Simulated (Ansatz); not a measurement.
```yaml
crystal:
  periodic: [false, false, false]
  atoms:
    - {symbol: O, position_ang: [1.142063, 0.189984, 1.426281]}
    - {symbol: Hf, position_ang: [0.200251, 0.013169, -0.230532]}
    - {symbol: O, position_ang: [-0.707602, -1.670873, -0.286495]}
    - {symbol: O, position_ang: [-1.062293, 1.439537, -0.416847]}
    - {symbol: Br, position_ang: [1.863599, 0.122453, -2.145766]}
    - {symbol: H, position_ang: [1.506974, -0.037240, 2.275193]}
    - {symbol: H, position_ang: [-1.411006, -2.303579, -0.388205]}
    - {symbol: H, position_ang: [-1.531975, 2.246550, -0.233618]}
basis:
  gaussian: {orbitals: ANO-RCC-VTZP, nuclear_model: gaussian}
total_charge: 1
magnetization: {spin_polarized: true, initial_magnetization: 1}
hamiltonian: {xc: {name: CCSD(T)}}
output: {forces: true}
```

```sh
$ ansatz run in.yaml --threads 4 --pin off --events-out ev --progress --plain --max-ram 10444MiB
```

It prints (some lines left out):

```
Error: YAML parse error: error: line 16 column 19: hamiltonian.xc: no functional is named "CCSD(T)"; the names, which are not case-sensitive, are SVWN5, SPW92, PBE, PBE0, PBEsol, revPBE, revPBE0, RPBE, rPW86-PBE, HSE06, wPBEh, LC-wPBE, HISS, HF, BLYP, B3LYP, B3LYP5, BHLYP, CAM-B3LYP, r2SCAN, r2SCANh, r2SCAN0, r2SCAN50, m-r2SCAN, B97, wB97, wB97X, wB97X-V, B97M-V, wB97M-V, B2PLYP, B2GP-PLYP, PBE0-DH, PBE-QIDH
14 | total_charge: 1
15 | magnetization: {spin_polarized: true, initial_magnetization: 1}
16 | hamiltonian: {xc: {name: CCSD(T)}}
17 | output: {forces: true}
```

In this input the method's name isn't one that the program takes here. The program refused the input.
